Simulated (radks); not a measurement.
Numerical settings for the carbon ion C2+, [He] 2s2. Calculated with a radial shooting solver on a logarithmic mesh with Libxc functionals: Dirac Kohn-Sham, PBE, spin-unpolarised, spherical densities, point nucleus. The defaults (mesh step 0.008 in ln r, mesh end at 40 bohr or more with all orbitals vanishing there, Anderson mixing 0.5 over 9 steps, residual threshold near 1e-9 with the energy settled to 1e-9 hartree or 1e-11 of itself, here a cap of 69 iterations) give E = -36.4780 hartree and 2s1/2 at -40.378 eV in 12 iterations. Run on one thread of a shared host, so times are rough (Arm Neoverse N1): 0.04 s of CPU time, 0.04 s wall, 12 iterations on 2476 mesh points. Changes against that run (0 stands for a change within the tolerance of the run):

| setting | iterations | converged | E (mhartree) | e(2s1/2) (meV) | CPU (s) |
|---|---|---|---|---|---|
| mesh step in ln r 0.012 | 12 | yes | 0 | 0 | 0.03 |
| mesh step in ln r 0.12 | 69 | no | -2.02e+05 | - | 0.11 |
| mesh step in ln r 0.05 | 13 | yes | -0.000134 | 0 | 0.01 |
| mesh end (bohr) 3 | 12 | yes | +76.2 | +1.97e+03 | 0.04 |
| mesh end (bohr) 1 | 13 | level above zero | +1.43e+04 | +2.17e+05 | 0.03 |
| residual threshold 1e-05 | 8 | yes | 0 | -0.0562 | 0.03 |
| residual threshold 0.001 | 8 | yes | 0 | -0.0562 | 0.03 |
| mixing 2.5 | 14 | yes | 0 | 0 | 0.05 |
| linear mixing, mixing 0.05 | 69 | no | +0.0295 | -344 | 0.18 |
| linear mixing, mixing 1 | 13 | yes | 0 | 0 | 0.04 |
| mixing history 3 | 15 | yes | 0 | 0 | 0.05 |
| iteration cap 8 | 8 | no | 0 | 0 | 0.02 |

Settled on a wrong energy, with an occupied level pushed above zero by the early mesh end: mesh end (bohr) 1 (+14.3 hartree). Apart from these: settings that end as converged yet miss the energy by more than 1 mhartree: mesh end (bohr) 3 (+0.0762 hartree). A mesh that ends early acts as a hard wall.
